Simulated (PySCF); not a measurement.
**C₆ coefficients of unlike pairs at PBE**

Calculated with PySCF 2.14 from the dipole response of each species, C₆(A,B) = (3/π) ∫ α_A(iu) α_B(iu) du, in atomic units, from isotropic polarisabilities. For ions this is the dispersion term alone; charge-induced terms of lower order in 1/R come first.

```
species      configuration                                                                               basis     relativity  α (bohr³)  C₆ (like pair)
   Be²⁺           1s2 (1S)                                                            aug-cc-pVQZ (6s5p4d3f2g)           none    0.05397         0.01095
    Cs⁺          [Xe] (1S)        x2c-TZVPPall with one added diffuse shell each of s, p, d type (12s8p7d2f1g)  spin-free X2C      15.93           135.9
   Mn²⁺      [Ar] 3d5 (6S)                                                         aug-cc-pwCVTZ (10s9p7d4f3g)           none      4.093           12.14
     Co  [Ar] 3d7 4s2 (4F)  x2c-QZVPPall with one added diffuse shell each of s, p, d, f, g type (12s8p6d5f3g)  spin-free X2C      53.00           447.7
```

Q: Estimate C₆ for Mn²⁺ with Be²⁺.

A: The integral gives 0.3045. The combination rule 2 C_A C_B / (C_A α_B/α_A + C_B α_A/α_B) gives 0.2684 and the geometric mean 0.3646.

No spin-orbit coupling is included.

The other pairs:

```json
{"pair": "Mn²⁺, Cs⁺", "C₆": "39.58"}
{"pair": "Co, Mn²⁺", "C₆": "58.98"}
{"pair": "Cs⁺, Be²⁺", "C₆": "0.8549"}
{"pair": "Co, Be²⁺", "C₆": "1.047"}
{"pair": "Co, Cs⁺", "C₆": "215.9"}
```
